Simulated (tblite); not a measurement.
Compound: C6H7FN2Si.
Numbering: `[CH3:1][SiH2:2]/[C:3]([C:4]#[N:5])=[C:6](/[C:7]#[N:8])[CH2:9][F:10]` (hydrogens: H11, H12, H13 on C1; H14, H15 on Si2; H16, H17 on C9)

Computed with GFN2-xTB (tblite), gas phase: L-BFGS steps from a force-field or distance-geometry start until the largest atomic force falls under 0.01 eV/Å.

The end geometry, which sets the zero of energy:
```
atom  x, y, z in Å
C1      2.8061    0.1037   -0.3047
Si2     1.1385   -0.7686   -0.5009
C3     -0.1872    0.4482    0.1650
C4      0.2943    1.7098    0.5545
N5      0.7487    2.7203    0.8538
C6     -1.5060    0.2019    0.2870
C7     -2.3762    1.1942    0.8017
N8     -3.0809    1.9977    1.2159
C9     -2.2043   -1.0746   -0.0761
F10    -1.3833   -1.9478   -0.7362
H11     3.6152   -0.5285   -0.6578
H12     3.0113    0.3518    0.7335
H13     2.8421    1.0312   -0.8704
H14     1.0679   -1.9634    0.3413
H15     0.8275   -1.0070   -1.9096
H16    -3.0586   -0.8696   -0.7340
H17    -2.5620   -1.5872    0.8272
```

**Question.** These geometries come from the run, each turned onto the end geometry. Order them by energy, lowest first.
A.
```
atom  x, y, z in Å
C1      2.8017    0.1053   -0.3082
Si2     1.1364   -0.7724   -0.4850
C3     -0.1884    0.4516    0.1614
C4      0.3012    1.7076    0.5556
N5      0.7679    2.7084    0.8679
C6     -1.5072    0.2050    0.2787
C7     -2.3807    1.1988    0.7844
N8     -3.0890    2.0081    1.1806
C9     -2.2029   -1.0755   -0.0786
F10    -1.3877   -1.9372   -0.7621
H11     3.5992   -0.4871   -0.7459
H12     3.0565    0.2831    0.7334
H13     2.7972    1.0711   -0.8061
H14     1.0684   -1.9421    0.3932
H15     0.8333   -1.0462   -1.8891
H16    -3.0709   -0.8693   -0.7183
H17    -2.5420   -1.5970    0.8283
```
B.
```
atom  x, y, z in Å
C1      2.7748    0.0549   -0.2798
Si2     1.0897   -0.7830   -0.5047
C3     -0.1891    0.5075    0.1268
C4      0.2645    1.7883    0.4912
N5      0.6642    2.8274    0.7781
C6     -1.5042    0.2432    0.2553
C7     -2.3859    1.2476    0.7383
N8     -3.0754    2.0683    1.1529
C9     -2.1411   -1.0881   -0.0461
F10    -1.2692   -2.0207   -0.5502
H11     3.4761   -0.2498   -1.0530
H12     3.2127   -0.2270    0.6776
H13     2.7111    1.1420   -0.3000
H14     1.0558   -1.9654    0.3612
H15     0.7499   -1.0274   -1.9095
H16    -2.9056   -0.9687   -0.8250
H17    -2.5352   -1.5370    0.8769
```
C.
```
atom  x, y, z in Å
C1      2.8147    0.0957   -0.2875
Si2     1.1471   -0.7797   -0.4609
C3     -0.1864    0.4459    0.1818
C4      0.3028    1.7180    0.5228
N5      0.7549    2.7467    0.7568
C6     -1.5086    0.2100    0.2940
C7     -2.4001    1.2095    0.7617
N8     -3.1271    2.0129    1.1351
C9     -2.2018   -1.0727   -0.0635
F10    -1.3618   -1.9580   -0.6831
H11     3.5494   -0.3623   -0.9429
H12     3.2032    0.0483    0.7271
H13     2.7416    1.1469   -0.5535
H14     1.0764   -1.9794    0.3782
H15     0.8137   -1.0205   -1.8671
H16    -3.0395   -0.8824   -0.7479
H17    -2.5855   -1.5668    0.8391
```
D.
```
atom  x, y, z in Å
C1      2.8041    0.1038   -0.3028
Si2     1.1406   -0.7795   -0.4627
C3     -0.1805    0.4505    0.1897
C4      0.3007    1.7212    0.5472
N5      0.7829    2.7305    0.8045
C6     -1.5002    0.2031    0.2893
C7     -2.3859    1.1992    0.7699
N8     -3.1103    2.0016    1.1502
C9     -2.1961   -1.0753   -0.0762
F10    -1.3812   -1.9521   -0.7402
H11     3.5795   -0.4279   -0.8451
H12     3.1152    0.1708    0.7365
H13     2.7571    1.1163   -0.6957
H14     1.0644   -1.9663    0.3942
H15     0.8093   -1.0326   -1.8649
H16    -3.0517   -0.8633   -0.7307
H17    -2.5547   -1.5878    0.8270
```
E.
```
atom  x, y, z in Å
C1      2.8355    0.0758   -0.2805
Si2     1.1442   -0.7612   -0.4888
C3     -0.1912    0.4680    0.1356
C4      0.2562    1.7535    0.4809
N5      0.6869    2.7837    0.7483
C6     -1.5067    0.2071    0.2663
C7     -2.3869    1.2104    0.7402
N8     -3.0882    2.0325    1.1243
C9     -2.1968   -1.0878   -0.0399
F10    -1.3500   -2.0216   -0.5703
H11     3.5375   -0.2374   -1.0497
H12     3.2810   -0.1759    0.6803
H13     2.7577    1.1600   -0.3276
H14     1.0468   -1.9444    0.3623
H15     0.7898   -0.9981   -1.8872
H16    -2.9952   -0.9291   -0.7764
H17    -2.6274   -1.5234    0.8724
```

**Answer.** A (0.002 eV), D (0.008 eV), C (0.015 eV), E (0.028 eV), B (0.082 eV).

In the order of the answer:

```json
{"step": "58", "E above end (eV)": "0.002", "largest force (eV/Å)": "0.06", "rms force component (eV/Å)": "0.017", "rms distance from end (Å)": "0.045", "rms bond change (Å)": "0.001", "bond most changed (Å)": "Si2–C3 -0.003"}
{"step": "50", "E above end (eV)": "0.008", "largest force (eV/Å)": "0.08", "rms force component (eV/Å)": "0.024", "rms distance from end (Å)": "0.095", "rms bond change (Å)": "0.001", "bond most changed (Å)": "Si2–H14 +0.002"}
{"step": "42", "E above end (eV)": "0.015", "largest force (eV/Å)": "0.13", "rms force component (eV/Å)": "0.034", "rms distance from end (Å)": "0.154", "rms bond change (Å)": "0.001", "bond most changed (Å)": "Si2–C3 +0.003"}
{"step": "18", "E above end (eV)": "0.028", "largest force (eV/Å)": "0.11", "rms force component (eV/Å)": "0.035", "rms distance from end (Å)": "0.245", "rms bond change (Å)": "0.002", "bond most changed (Å)": "C1–Si2 +0.006"}
{"step": "10", "E above end (eV)": "0.082", "largest force (eV/Å)": "0.43", "rms force component (eV/Å)": "0.118", "rms distance from end (Å)": "0.262", "rms bond change (Å)": "0.003", "bond most changed (Å)": "C6–C9 +0.007"}
```

The cost below is that of the whole relaxation. The run took 1.2 s on one thread of an Arm Neoverse N1, shared host.
